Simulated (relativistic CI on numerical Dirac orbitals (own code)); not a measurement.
# Electric-dipole lines of Zn²⁹⁺

Computed by Dirac equation for one electron, model QED (radiative potential, 1s self-energy scaled to tabulated hydrogen-like ionisation energies) (own radial code, finite nucleus).

CI space: 1s, 2s, 2p, 3s, 3p, 3d, 4s, 4p, 4d, 4f, 5s, 5p, 5d, 5f, 5g, 6s, 6p, 6d. Levels of other configurations are missing.

| λ vac (nm) | Lower | Upper | A (s⁻¹) | E lower (eV) | E upper (eV) |
| --- | --- | --- | --- | --- | --- |
| 0.11248 | 1s 2S_1/2 [1] | 3p 2P°_3/2 [8] | 1.35e+14 | 0.0 | 11022.9 |
| 0.13305 | 1s 2S_1/2 [1] | 2p 2P°_3/2 [4] | 5.02e+14 | 0.0 | 9318.5 |
| 0.13359 | 1s 2S_1/2 [1] | 2p 2P°_1/2 [2] | 5.10e+14 | 0.0 | 9280.7 |
| 0.48061 | 2p 2P°_3/2 [4] | 5d 2D_5/2 [22] | 7.64e+12 | 9318.5 | 11898.3 |
| 0.52982 | 2p 2P°_1/2 [2] | 4d 2D_3/2 [12] | 1.44e+13 | 9280.7 | 11620.8 |
| 0.53003 | 2s 2S_1/2 [3] | 4p 2P°_3/2 [13] | 7.82e+12 | 9281.6 | 11620.8 |
| 0.53818 | 2p 2P°_3/2 [4] | 4d 2D_5/2 [15] | 1.67e+13 | 9318.5 | 11622.3 |
| 0.71162 | 2p 2P°_1/2 [2] | 3d 2D_3/2 [7] | 4.45e+13 | 9280.7 | 11022.9 |
| 0.71200 | 2s 2S_1/2 [3] | 3p 2P°_3/2 [8] | 1.80e+13 | 9281.6 | 11022.9 |
| 0.71662 | 2s 2S_1/2 [3] | 3p 2P°_1/2 [5] | 1.88e+13 | 9281.6 | 11011.7 |
| 0.72589 | 2p 2P°_3/2 [4] | 3d 2D_5/2 [9] | 5.23e+13 | 9318.5 | 11026.6 |
| 0.72745 | 2p 2P°_3/2 [4] | 3d 2D_3/2 [7] | 8.70e+12 | 9318.5 | 11022.9 |
| 1.2092 | 3p 2P°_3/2 [8] | 6d 2D_5/2 [30] | 1.53e+12 | 11022.9 | 12048.2 |
| 1.3997 | 3p 2P°_1/2 [5] | 5d 2D_3/2 [19] | 2.32e+12 | 11011.7 | 11897.5 |
| 1.4001 | 3s 2S_1/2 [6] | 5p 2P°_3/2 [20] | 1.31e+12 | 11012.0 | 11897.5 |
| 1.4164 | 3d 2D_3/2 [7] | 5f 2F°_5/2 [21] | 3.47e+12 | 11022.9 | 11898.3 |
| 1.4164 | 3p 2P°_3/2 [8] | 5d 2D_5/2 [22] | 2.76e+12 | 11022.9 | 11898.3 |
| 1.4217 | 3d 2D_5/2 [9] | 5f 2F°_7/2 [24] | 3.68e+12 | 11026.6 | 11898.7 |
| 2.0357 | 3p 2P°_1/2 [5] | 4d 2D_3/2 [12] | 4.75e+12 | 11011.7 | 11620.8 |
| 2.0366 | 3s 2S_1/2 [6] | 4p 2P°_3/2 [13] | 2.42e+12 | 11012.0 | 11620.8 |
| 2.0526 | 3s 2S_1/2 [6] | 4p 2P°_1/2 [10] | 2.56e+12 | 11012.0 | 11616.0 |
| 2.0686 | 3d 2D_3/2 [7] | 4f 2F°_5/2 [14] | 1.05e+13 | 11022.9 | 11622.3 |
| 2.0686 | 3p 2P°_3/2 [8] | 4d 2D_5/2 [15] | 5.70e+12 | 11022.9 | 11622.3 |
| 2.0740 | 3p 2P°_3/2 [8] | 4d 2D_3/2 [12] | 9.57e+11 | 11022.9 | 11620.8 |
| 2.0786 | 3d 2D_5/2 [9] | 4f 2F°_7/2 [16] | 1.12e+13 | 11026.6 | 11623.1 |
| 2.0813 | 3d 2D_5/2 [9] | 4f 2F°_5/2 [14] | 7.43e+11 | 11026.6 | 11622.3 |
| 2.8716 | 4p 2P°_1/2 [10] | 6d 2D_3/2 [28] | 5.83e+11 | 11616.0 | 12047.8 |
| 2.9003 | 4p 2P°_3/2 [13] | 6d 2D_5/2 [30] | 6.99e+11 | 11620.8 | 12048.2 |
| 4.4049 | 4p 2P°_1/2 [10] | 5d 2D_3/2 [19] | 9.89e+11 | 11616.0 | 11897.5 |
| 4.4066 | 4s 2S_1/2 [11] | 5p 2P°_3/2 [20] | 5.77e+11 | 11616.1 | 11897.5 |
| 4.4449 | 4s 2S_1/2 [11] | 5p 2P°_1/2 [17] | 6.13e+11 | 11616.1 | 11895.1 |
| 4.4674 | 4d 2D_3/2 [12] | 5f 2F°_5/2 [21] | 1.96e+12 | 11620.8 | 11898.3 |
| 4.4675 | 4p 2P°_3/2 [13] | 5d 2D_5/2 [22] | 1.20e+12 | 11620.8 | 11898.3 |
| 4.4803 | 4p 2P°_3/2 [13] | 5d 2D_3/2 [19] | 2.02e+11 | 11620.8 | 11897.5 |
| 4.4859 | 4f 2F°_5/2 [14] | 5g 2G_7/2 [23] | 3.33e+12 | 11622.3 | 11898.7 |
| 4.4860 | 4d 2D_5/2 [15] | 5f 2F°_7/2 [24] | 2.09e+12 | 11622.3 | 11898.7 |
| 4.4924 | 4d 2D_5/2 [15] | 5f 2F°_5/2 [21] | 1.40e+11 | 11622.3 | 11898.3 |
| 4.4946 | 4f 2F°_7/2 [16] | 5g 2G_9/2 [25] | 3.45e+12 | 11623.1 | 11898.9 |
| 4.4984 | 4f 2F°_7/2 [16] | 5g 2G_7/2 [23] | 1.23e+11 | 11623.1 | 11898.7 |
| 4.5188 | 4p 2P°_3/2 [13] | 5s 2S_1/2 [18] | 3.86e+11 | 11620.8 | 11895.1 |
| 8.1191 | 5p 2P°_1/2 [17] | 6d 2D_3/2 [28] | 2.96e+11 | 11895.1 | 12047.8 |
| 8.1221 | 5s 2S_1/2 [18] | 6p 2P°_3/2 [29] | 1.89e+11 | 11895.1 | 12047.8 |
| 8.1973 | 5s 2S_1/2 [18] | 6p 2P°_1/2 [26] | 2.01e+11 | 11895.1 | 12046.4 |
| 8.2249 | 5p 2P°_3/2 [20] | 6d 2D_5/2 [30] | 3.62e+11 | 11897.5 | 12048.2 |
| 8.3254 | 5p 2P°_3/2 [20] | 6s 2S_1/2 [27] | 1.60e+11 | 11897.5 | 12046.4 |

Terms are leading LS components. Brackets give the number of a level in order of energy, since labels repeat. The list gives strong lines, with weight on those to low levels, without lines whose two gauges differ by over a factor of 2.5. Levels whose partners in the same complex of configurations lie outside the list can be far off, and so can their lines. Rates are taken at the computed energies, electric ones in the length gauge.

Task: From the table, what is the radiative lifetime of 5d 2D_5/2?

Result: The listed rates from this level add up to about 1.16e+13 s⁻¹, 99 % of its decay; with all channels τ = 8.50e-14 s.
